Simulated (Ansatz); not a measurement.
Total energies of the cluster Cs₃ (the lowest doublet isomer of a short search) from Ansatz at PBE0/def2-TZVP, gas phase (1 Eh = 27.2114 eV = 2625.5 kJ/mol). The reference geometry is relaxed at PBE/def2-TZVP.

| atom | x (Å) | y (Å) | z (Å) |
| --- | --- | --- | --- |
| Cs1 | -0.5829 | 3.2917 | -0.1046 |
| Cs2 | 1.4273 | -0.6844 | 2.0238 |
| Cs3 | -0.8444 | -2.6073 | -1.9192 |

```tsv
state	geometry	energy (Eh)
charge 0 doublet	reference	-60.44340
charge 1 singlet	reference	-60.32867
charge 0 quartet	relaxed at PBE/def2-TZVP	-60.42456
free Cs atom (doublet)	–	-20.13995
```

In the def2 sets Cs takes a core potential; there is no spin–orbit coupling.

Question: Work out the vertical ionisation energy to the singlet.

Answer: E(charge 1 singlet) − E(charge 0 doublet) = -60.32867 − (-60.44340) = 0.11473 Eh = 3.12 eV. For comparison, −ε of the highest occupied level of the spin that leaves is 2.27 eV at this level, 0.85 eV less.

Question: Which of the charge 0 states is lowest, and how far above it are the others?

Answer: The doublet. quartet: -60.42456 − (-60.44340) = 0.01884 Eh = 49.5 kJ/mol. The quartet differs in its bonds from the reference.

Question: What is the binding energy per atom against free atoms?

Answer: Atoms: 3 × (-20.13995) = -60.41985 Eh. Binding: -60.41985 − (-60.44340) = 0.02355 Eh = 0.64 eV, or 0.21 eV for each of 3 atoms (no zero-point energy, no counterpoise term).

The restricted singlet is unstable towards broken spin symmetry in Hartree–Fock (as tested in another run); at PBE0/def2-TZVP this wasn't settled. 

The structure comes from a short search, and lower isomers may exist.
